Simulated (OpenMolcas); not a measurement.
**Cu⁺: effect of the IPEA shift**

```yaml
Program: OpenMolcas
Basis: ANO-RCC-VTZP [6s5p3d2f1g]
Scalar_Hamiltonian: DKH2, point nucleus
Active_space: 10 electrons in 11 orbitals (3d 4s 4d)
State_averaging: 2S+1 = 1 even, 6 roots; 2S+1 = 3 even, 5 roots kept (CI in the orbitals of an earlier block)
Spin-orbit_coupling: state interaction with AMFI integrals over the reference wave functions, term energies averaged over their components
```

Methods on the same reference wave functions:
A. CASSCF
B. SS-CASPT2, IPEA 0 Eh, imaginary shift 0.1 Eh (closed shells correlated: 3s 3p)
C. SS-CASPT2, IPEA 0.25 Eh, imaginary shift 0.1 Eh (closed shells correlated: 3s 3p)

Energies in cm-1 above 3d10 1S0, the measured ground level; measured values from NIST Handbook of Basic Atomic Spectroscopic Data.

```tsv
Level	A	B	C	Measured
3d10 1S0	0.0	0.0	0.0	0.0
3d9 4s 3D3	14462	19843	20259	21929
3d9 4s 3D2	15413	20729	21150	22847
3d9 4s 3D1	16545	21926	22342	23998
3d9 4s 1D2	19108	23879	24339	26265
```

Deviations, from unrounded energies. A percentage is the sum of absolute deviations over the sum of measured energies, with the sign that they share, or ± where signs differ.

```
           Against measurement  Levels      A     B     C
mean absolute deviation (cm-1)       4   7400  2200  1700
      other configurations (%)       4  -31.1  -9.1  -7.3
```

C lies closest to measurement on these levels and A furthest from it. The largest miss of C in the table is 3d9 4s 1D2, by -1900 cm-1. The ranking rests on the paired levels alone, and a cruder setting can come out closer through cancelling errors.

Between B and C the level of the table that moves most is 3d9 4s 1D2, by 460 cm-1 (lowest in B, highest in C).

The lowest spin-free term lies below A's lowest term by 0.561 hartree in B, 0.559 hartree in C.

Terms from blocks run as CI alone lack orbitals of their own. Active for correlation alone: 4d; no level in the range computed is led by a configuration that fills it, so any true level of that kind is missing. Without dynamic correlation excited terms often stand tens of per cent too high (terms of higher spin than the ground term too low), and those without a measured partner can miss by more than the paired ones (holds for A). Computed and measured levels are paired by configuration, term and J; levels that our copy of the source lacks, or whose pairing is in doubt (as where it misses far off the trend of its configuration), stay unpaired and out of the deviations. Levels of configurations outside the active space are missing.
